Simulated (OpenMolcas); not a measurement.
## Mo IV: effect of the active space

```yaml
Program: OpenMolcas 26.06
Method: XMS-CASPT2, IPEA 0.25 Eh, imaginary shift 0.1 Eh
Basis: ANO-RCC-VTZP
Scalar_Hamiltonian: DKH2, point nucleus
Spin-orbit_coupling: RASSI with atomic mean-field integrals over the reference wave functions, term energies averaged over their components
```

A. 3 electrons in 5 orbitals (4d); 2S+1 = 4 even, 10 roots; 2S+1 = 2 even, 40 roots; closed shells correlated: 4s 4p; CASPT2 step about 8 core-seconds
B. 3 electrons in 10 orbitals (4d 5d); 2S+1 = 4 even, 10 roots; 2S+1 = 2 even, 40 roots; closed shells correlated: 4s 4p; CASPT2 step about 7 core-minutes

Energies in cm⁻¹ above 4d³ ⁴F_3/2, the measured ground level; measured values from Sugar and Musgrove, J. Phys. Chem. Ref. Data 17, 155 (1988).

```csv
Level,A,B,Measured
4d³ ⁴F_3/2,0.0,0.0,0.0
4d³ ⁴F_5/2,759,757,778
4d³ ⁴F_7/2,1718,1721,1760
4d³ ⁴F_9/2,2810,2830,2865
4d³ ⁴P_3/2,10650,10960,10331
4d³ ⁴P_1/2,10650,10930,10338
4d³ ⁴P_5/2,11870,12180,11612
4d³ ²G_7/2,12210,12790,11580
4d³ ²G_9/2,12960,13520,12311
4d³ ²P_1/2,14730,15120,14348
4d³ ²H_9/2,16930,17280,15995
4d³ ²H_11/2,17340,17670,16357
4d³ ²D_5/2(1),17440,18440,16809
4d³ ²D_3/2(1) [59 %],17580,18350,17107
4d³ ²F_7/2,26020,26540,24787
4d³ ²F_5/2,26340,26860,25100
4d³ ²D_5/2(2),40310,40810,38922
4d³ ²D_3/2(2),40680,41140,39231
```

Deviations, from unrounded energies. A percentage is the sum of absolute deviations over the sum of measured energies, with the sign that they share, or ± where signs differ.

| Against measurement | Levels | A | B |
| --- | --- | --- | --- |
| mean absolute deviation (cm-1) | 17 | 650 | 1100 |
| fine structure of the ground term (%) | 3 | -2.1 | -1.8 |
| other terms of the ground configuration (%) | 14 | +4.1 | +6.7 |

A lies closest to measurement on these levels. The largest miss of A in the table is 4d³ ²D_3/2(2), by +1500 cm-1. The ranking rests on the paired levels alone, and a cruder setting can come out closer through cancelling errors.

Between A and B the level of the table that moves most is 4d³ ²D_5/2(1), by 1000 cm-1 (lowest in A, highest in B). Moves below CASPT2's spread within the term are not significant.

Term energies are means over components that CASPT2 splits; among the terms shown or strongly mixed into the levels shown the widest spread is 1300 cm-1 (4d³ ⁴F, B). The CASPT2 spread within a term exceeds the gap to the next term for 4d³ ²D(1) and 4d³ ²H, so the order of their levels is uncertain (figures for A; the like holds for B). Active for correlation alone: 5d; no level in the range computed is led by a configuration that fills it, so any true level of that kind is missing (holds for B). Computed and measured levels are paired by configuration, term and J; levels that our copy of the source lacks, or whose pairing is in doubt (as where it misses far off the trend of its configuration), stay unpaired and out of the deviations. Levels of configurations outside the active space are missing. Levels that lie high or do not pair safely by name in every column are left out.

A share in square brackets marks a mixed level and gives the weight of the term that names it, the lowest over the columns. A number in round brackets counts repeated terms of one configuration in the order of the reference energies.
